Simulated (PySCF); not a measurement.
PySCF input (CCSD(T)/cc-pVDZ):

```python
from pyscf import gto, scf, mp, cc as ccmod

mol = gto.M(
    atom='''
    Al   -0.00121496   -0.01498404    1.29421651
    Al    0.00121496    0.01498404   -1.29421651
    H     1.34717406   -0.03150224    2.13754455
    H    -1.35118512   -0.01796590    2.13516815
    H     0.00875948    1.37382376   -2.12073067
    H    -0.00474843   -1.32435563   -2.15198203
    ''',
    basis='cc-pvdz',
    charge=0,
    spin=0,
    verbose=4,
)

mf = scf.RHF(mol)
mf.conv_tol = 1e-10
mf.max_cycle = 100
mf.kernel()
mp2 = mp.MP2(mf, frozen=10).run()
cc = ccmod.CCSD(mf, frozen=10)
cc.max_cycle = 100
cc.kernel()
et = cc.ccsd_t()
print(f'E(CCSD(T)) = {cc.e_tot + et:.9f}')
```

End of the output:

```
Extra cycle  E= -486.121105540394  delta_E= -1.93e-12  |g|= 1.62e-07  |ddm|= 8.64e-07
converged SCF energy = -486.121105540394

******** <class 'pyscf.mp.mp2.RMP2'> ********
nocc = 5, nmo = 46
frozen orbitals 10
E(RMP2) = -486.253898251986  E_corr = -0.132792711592529
E(SCS-RMP2) = -486.271154619435  E_corr = -0.150049079041703
E_corr(same-spin) = -0.0107332786953828
E_corr(oppo-spin) = -0.122059432897146

******** <class 'pyscf.cc.ccsd.CCSD'> ********
CC2 = 0
CCSD nocc = 5, nmo = 46
frozen orbitals 10
max_cycle = 100
direct = 0
conv_tol = 1e-07
conv_tol_normt = 1e-05
diis_space = 6
diis_start_cycle = 0
diis_start_energy_diff = 1e+09
Init t2, MP2 energy = -486.253898251713  E_corr(MP2) -0.132792711319924
Init E_corr(CCSD) = -0.132792711319946
cycle = 1  E_corr(CCSD) = -0.162156141827358  dE = -0.0293634305  norm(t1,t2) = 0.0520559
cycle = 2  E_corr(CCSD) = -0.17000199343939  dE = -0.00784585161  norm(t1,t2) = 0.0193569
cycle = 3  E_corr(CCSD) = -0.173973939970205  dE = -0.00397194653  norm(t1,t2) = 0.00862591
cycle = 4  E_corr(CCSD) = -0.173948145705605  dE = 2.57942646e-05  norm(t1,t2) = 0.00199541
cycle = 5  E_corr(CCSD) = -0.173851661875335  dE = 9.64838303e-05  norm(t1,t2) = 0.000832964
cycle = 6  E_corr(CCSD) = -0.173862431767164  dE = -1.07698918e-05  norm(t1,t2) = 0.000259194
cycle = 7  E_corr(CCSD) = -0.173866293161728  dE = -3.86139456e-06  norm(t1,t2) = 7.66154e-05
cycle = 8  E_corr(CCSD) = -0.17386656673788  dE = -2.73576152e-07  norm(t1,t2) = 2.7126e-05
cycle = 9  E_corr(CCSD) = -0.173866421000638  dE = 1.45737242e-07  norm(t1,t2) = 9.73649e-06
cycle = 10  E_corr(CCSD) = -0.173866280434214  dE = 1.40566424e-07  norm(t1,t2) = 2.47245e-06
cycle = 11  E_corr(CCSD) = -0.173866172571705  dE = 1.07862508e-07  norm(t1,t2) = 9.52181e-07
cycle = 12  E_corr(CCSD) = -0.173866128364388  dE = 4.4207317e-08  norm(t1,t2) = 3.5395e-07
CCSD converged
E(CCSD) = -486.2949716687579  E_corr = -0.1738661283643884
CCSD(T) correction = -0.00311900675437657
E(CCSD(T)) = -486.298090676
```
